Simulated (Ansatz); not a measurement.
Consider the substitution at a C–Ge bond: `B[O][GeH2][CH3]` + `C[NH][InH2]` → `C[N](C)[InH2]` + `B[O][GeH3]`.

Program: Ansatz. Geometries: PBE0-D4/def2-TZVP. ΔE: electronic, gas phase. CCSD(T)/CBS adds triple-zeta CCSD(T) − MP2 to the extrapolated MP2 energy (def2 sets, frozen cores). DFT in def2-TZVPP. B3LYP here is the variant with VWN-RPA as its local correlation; programs differ in this. def2 core potentials past Kr. For Ge, In outer-core shells are correlated without core-valence functions, which leaves a few kJ/mol of doubt a bond. Scalar relativity is left out up to krypton. Each species was taken in one conformer, which may not be the lowest.

`B[O][GeH2][CH3]`:

Z-matrix (Å, degrees):
```
Ge
O 1 1.805
C 1 1.941 2 110.9
H 1 1.537 2 104.5 3 121.6
H 1 1.537 2 104.6 3 -121.7
B 2 1.338 1 128.2 3 0.5
H 3 1.090 1 110.7 2 60.3
H 3 1.092 1 108.9 2 179.9
H 3 1.090 1 110.7 2 -60.5
H 6 1.208 2 121.4 1 -0.0
H 6 1.202 2 117.9 1 180.0
```

`C[NH][InH2]`:

Cartesian coordinates in Å:
```
C -0.248 -0.339 1.269
N -0.136 0.563 0.149
In 0.399 0.131 -1.740
H 0.007 -1.356 0.959
H -1.266 -0.376 1.682
H 0.429 -0.077 2.093
H -0.363 1.514 0.393
H 0.423 1.465 -2.811
H 0.754 -1.526 -1.995
```

`C[N](C)[InH2]`:

```xyz
12

C     1.011   -0.877    0.483
N    -0.003    0.025    0.009
C    -0.817   -0.559   -1.023
In   -0.257    1.900    0.713
H     1.617   -0.412    1.265
H     0.575   -1.798    0.903
H     1.692   -1.189   -0.325
H    -1.335   -1.465   -0.670
H    -1.579    0.144   -1.368
H    -0.217   -0.857   -1.897
H     0.853    2.336    1.941
H    -1.541    2.751   -0.032
```

`B[O][GeH3]`:

```xyz
8

B     0.142    0.811    1.342
O    -0.557   -0.091    0.638
Ge   -0.178   -0.670   -1.021
H     1.132    1.325    0.880
H    -0.248    1.087    2.444
H    -1.404   -0.330   -1.876
H     0.025   -2.185   -0.902
H     1.088    0.053   -1.503
```

```tsv
level	ΔE (eV)
PBE-D4	0.62
B3LYP-D4	0.63
ωB97X-V	0.65
MP2/def2-TZVPP	0.68
SCS-MP2/def2-TZVPP	0.66
CCSD(T)/def2-TZVPP	0.66
SCS-MP2/def2-QZVPP	0.66
HF/CBS(def2)	0.66
```

What does CCSD(T)/CBS give? (Estimate.)

Computed: +0.67 eV. The listed levels differ from it by -0.05, -0.04, -0.02, 0.01, -0.01, -0.01, -0.01, -0.01 eV.

Largest T1 diagnostic among the species: 0.017.
